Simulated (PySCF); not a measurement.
Molfile (atoms numbered from 1):
```
C5H4O2
     RDKit          3D

 11 11  0  0  0  0  0  0  0  0999 V2000
   -2.6035    0.9779    0.3055 O   0  0  0  0  0  0  0  0  0  0  0  0
   -1.8777    0.1146   -0.1187 C   0  0  0  0  0  0  0  0  0  0  0  0
   -0.4304    0.0940    0.0097 C   0  0  0  0  0  0  0  0  0  0  0  0
    0.4712   -0.9017   -0.4740 C   0  0  0  0  0  0  0  0  0  0  0  0
    1.7109   -0.4848   -0.1143 C   0  0  0  0  0  0  0  0  0  0  0  0
    1.6457    0.6860    0.5508 O   0  0  0  0  0  0  0  0  0  0  0  0
    0.3652    1.0329    0.6255 C   0  0  0  0  0  0  0  0  0  0  0  0
   -2.2835   -0.7620   -0.6612 H   0  0  0  0  0  0  0  0  0  0  0  0
    0.2141   -1.7918   -1.0098 H   0  0  0  0  0  0  0  0  0  0  0  0
    2.6836   -0.9095   -0.2639 H   0  0  0  0  0  0  0  0  0  0  0  0
    0.1100    1.9469    1.1244 H   0  0  0  0  0  0  0  0  0  0  0  0
  1  2  2  0
  2  3  1  0
  3  4  1  0
  4  5  2  0
  5  6  1  0
  6  7  1  0
  7  3  2  0
  2  8  1  0
  4  9  1  0
  5 10  1  0
  7 11  1  0
M  END
```

PySCF 2.14.0 with density-fitted response routines calculation with GFN2-xTB geometry and GIAO PBE0/pcSseg-1 shieldings; gas phase, a single conformation, no relativistic terms.

Scale: ¹³C (186.93 ppm), ¹H (31.72 ppm) against TMS; ¹⁷O (336.08 ppm) vs H2O (reference shieldings calculated alike).

```
atoms  nucleus  count  δ (ppm)
  H10       ¹H      1        ?
   H9       ¹H      1     6.98
   C7      ¹³C      1        ?
   O6      ¹⁷O      1    307.9
   C4      ¹³C      1    118.6
   C3      ¹³C      1    133.6
   C2      ¹³C      1    189.1
   O1      ¹⁷O      1    660.8
   H8       ¹H      1    10.27
  H11       ¹H      1        ?
   C5      ¹³C      1    148.1
```

**Question.** Fill in the missing shifts.

**Answer.** 
- C7: 152.0 ppm, aromatic CH next to the ring oxygen
- H11: 8.34 ppm, hydrogen on an aromatic CH next to the ring oxygen; ring current plus the deshielding of an ortho carbonyl group
- H10: 7.54 ppm, hydrogen on an aromatic CH next to the ring oxygen; aromatic region

Shifts are as computed. Against solution values, carbons near 30 ppm lie about +3 ppm off and those near 130 ppm about +5 ppm. Of 246 compounds with measured shifts, 49 miss one by over three times the rms of a fit or turn the order of signals round; such compounds aren't used in these exercises. Unscaled 17O shifts of doubly bonded oxygen tend to come out too high, by tens of ppm or more. Experimental scales use liquid or dissolved standards, which lie at an offset from isolated H2O (liquid H2O: subtract about 36 ppm).
